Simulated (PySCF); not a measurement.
## Worked example: dipole moment from atomic charges

B(H)(F)(OMe) (CH4BFO), SMILES COBF. Atoms are numbered in the order given.

```xyz
8

B     -0.5866    -0.7974     0.0000
H     -1.5648    -1.5003     0.0000
F      0.6321    -1.3508     0.0000
O     -0.7195     0.5401     0.0000
C      0.4096     1.4010     0.0000
H      1.0324     1.2406     0.8946
H      0.0421     2.4366     0.0000
H      1.0324     1.2406    -0.8946
```
Charge 0, spin multiplicity 1.

Geometry optimised at ωB97X-D3(BJ)/def2-SVP. The geometry has at least one imaginary mode, so it is a saddle point at that level. Other conformers were not sampled.

Charges (e) from B3LYP/def2-TZVPD in PySCF:

```
atom  ESP fit     IAO
----  -------  ------
B1      0.679   0.510
H2     -0.168  -0.015
F3     -0.311  -0.341
O4     -0.363  -0.399
C5     -0.262  -0.192
H6      0.141   0.140
H7      0.145   0.157
H8      0.141   0.140
```

The dipole moment of the full density is 1.37 D.

Question: What dipole moment does each set of point charges give, and which comes closer to that of the density?

Answer: 
μ = Σ q r, and 1 e Å = 4.8032 D.
ESP fit: Σ q r = (0.119, 0.271, 0.000) e Å, |μ| = 1.42 D.
IAO: Σ q r = (0.013, 0.322, 0.000) e Å, |μ| = 1.55 D.
ESP fit comes closer in size. Point charges leave out the atoms' own dipoles (lone pairs, polarised bonds); fits to the potential absorb them, partitions of the density don't.
